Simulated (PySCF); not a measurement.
Polarisability and C₆ of Rh (rhodium, neutral)

[Kr] 4d8 5s1, high-spin 4F determinant. Calculation: PySCF 2.14, in aug-cc-pwCVTZ-PP with ECP28MDF; a scalar-relativistic core potential. Coupled (time-dependent) response in atomic units; α is the mean over directions.

| method | mean α (bohr³) | C₆ (like pair) | S(−4) |
| --- | --- | --- | --- |
| PBE0 | 57.18 | 493.7 | 2308 |

S(−4) is the Cauchy moment in α(ω) = α(0) + S(−4) ω² + …

Reference α: 66 ± 10 bohr³ (recommended; Schwerdtfeger and Nagle, table of static dipole polarizabilities (2023 update)). Published C₆: 708.0 (Gould and Bucko (2016)).

Spin-orbit coupling is absent.

α(iu) at PBE0:

| u (hartree) | α(iu) (bohr³) |
| --- | --- |
| 0 | 57.18 |
| 0.0500 | 52.07 |
| 0.100 | 41.96 |
| 0.200 | 26.29 |
| 0.300 | 18.26 |
| 0.500 | 11.22 |
| 0.750 | 7.508 |
| 1.00 | 5.508 |
| 1.50 | 3.380 |
| 2.00 | 2.294 |
| 3.00 | 1.252 |
| 5.00 | 0.5318 |

A single London oscillator, α(iu) = α/(1 + u²/ω²), gives C₆ = (3/4) ω α². Matching the computed C₆ needs ω = 4 × 493.7 / (3 × 57.18²) = 0.201 hartree.

Energies and moments cover only the electrons outside the core potential.
